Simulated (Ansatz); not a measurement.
CH₃F₂Sn, SMILES `[CH3][Sn]([F])[F]` radical from Hartree–Fock to CCSD(T)

```xyz
7

C    -0.771    0.196   -0.594
Sn    1.229    0.264    0.268
F     1.808   -1.575    0.302
F     0.940    0.596    2.145
H    -1.215    1.186   -0.520
H    -0.693   -0.136   -1.627
H    -1.298   -0.530    0.025
```

The species carries charge 0 and has multiplicity 2. Correlated methods include outer-core shells of Sn, which these sets cover unevenly. Sn: def2 effective core potential. All single points use the PBE0-D4/def2-TZVP geometry. Frozen core, unrestricted reference, Ansatz 0.2.0.

```csv
basis,HF (Eh),MP2 corr.
def2-SVP,-451.68071,-0.61105
def2-TZVPP,-452.00135,-0.98288
def2-QZVPP,-452.01651,-1.25651
```

Task: Estimate the CCSD correlation energy and the (T) correction in each basis where they were run (hartree).

Result: 
```json
{"basis": "def2-SVP", "CCSD corr.": "-0.63583", "(T)": "-0.01343"}
{"basis": "def2-TZVPP", "CCSD corr.": "-0.98917", "(T)": "-0.03102"}
```
